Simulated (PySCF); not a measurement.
# Exercise with solution: refractive index and permittivity of the vapour

FHOSe, SMILES O[Se]F.

Geometry optimised at B3LYP-D3(BJ)/def2-TZVP. The values are those of a single conformer.

CAM-B3LYP/def2-TZVPD (PySCF) gives a mean static polarisability of 34.0 bohr³ and a dipole moment of 2.17 D. Take an ideal gas at 298.15 K and 0.01 bar, whether or not the substance is that volatile.

Work out n − 1 in the optical limit and the static ε − 1.


Polarisability volume α' = 34.0 × 0.148185 = 5.04 Å³. Number density N = p/kT = 2.43e-7 Å⁻³.
Dilute limit of Lorentz–Lorenz: n − 1 = 2π N α' = 7.7e-6.
Orientation term of Debye: μ²/(3kT) = 8.098 Å³ × μ²(D²) = 38.13 Å³.
ε − 1 = 4π N (α' + μ²/3kT) = 0.00013. Orientation of the dipole supplies 88 % of the static response; it can't follow optical fields. Vibrational polarisation and dispersion are left out.
